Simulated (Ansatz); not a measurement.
**Reading a saddle point**

A first-order saddle point of SiNH7O2, singlet, PBE0-D4/def2-TZVP, with one imaginary mode of 971i cm⁻¹:

```
11
angstrom
Si -0.5972 0.5409 -0.1482
N -0.2916 -1.2215 0.3933
H -0.6585 0.6030 -1.6342
H -2.0493 0.6324 0.2248
O -0.0555 1.7231 0.8556
H 0.8182 -0.9587 0.0209
O 1.4320 0.1013 -0.4127
H -0.4359 -1.3929 1.3811
H -0.7935 -1.9205 -0.1404
H 0.9016 1.8003 0.7840
H 1.7296 0.0926 -1.3241
```

Ansatz 0.2.0; basis: def2-TZVPP and def2-QZVPP; cores frozen in the correlated methods. Extrapolation: Hartree–Fock as exp(−7.88 √X), correlation as X^−2.97.

(1) Which contacts change along the imaginary mode, and what lies on either side? (Judge from chemistry; the calculation decides.)

(2) Which side is lower, and how far does the saddle lie above each? (Judge from chemistry; the value comes from the calculation.)

T1 diagnostic: at most 0.012.

Results:

(1) The calculation gives: The step is SiNH₅O ([NH2][SiH2][OH]) + H₂O → SiH₄O₂ ([OH][SiH2][OH]) + NH₃ (still joined by a long Si–N bond), with the molecules in contact on both sides. Shortening one way: Si1–O7, N2–H6; lengthening the same way: Si1–N2, H6–O7.
```csv
pair,one side (Å),saddle (Å),other side (Å)
Si1–O7,3.34,2.09,1.67
N2–H6,2.00,1.20,1.01
Si1–N2,1.74,1.87,2.13
H6–O7,0.98,1.30,2.62
```

(2) Computed: The side with Si1–O7, N2–H6 short is lower by 6.21 kcal/mol; the saddle lies 33.19 kcal/mol above it and 26.97 kcal/mol above the other (CCSD(T) at an estimated basis limit (MP2 extrapolated from triple and quadruple zeta, plus CCSD(T) − MP2 in triple zeta); electronic energies).

The step is the kind of ligand exchange by which a precursor binds to a hydroxyl group, or is hydrolysed, in atomic layer deposition of oxides.

Labels in which every atom is bracketed show which atoms are joined, not bond orders.

For scale, one of the runs: CCSD(T)/def2-TZVPP, 233 basis functions, launched by `ansatz run in.yaml --threads 4 --pin off --events-out ev --progress --plain --max-ram 9574MiB`. The run took 2.5 min on 4 CPU threads of an Arm Neoverse N1 (shared host), with 4.2 GiB of host memory at its peak.
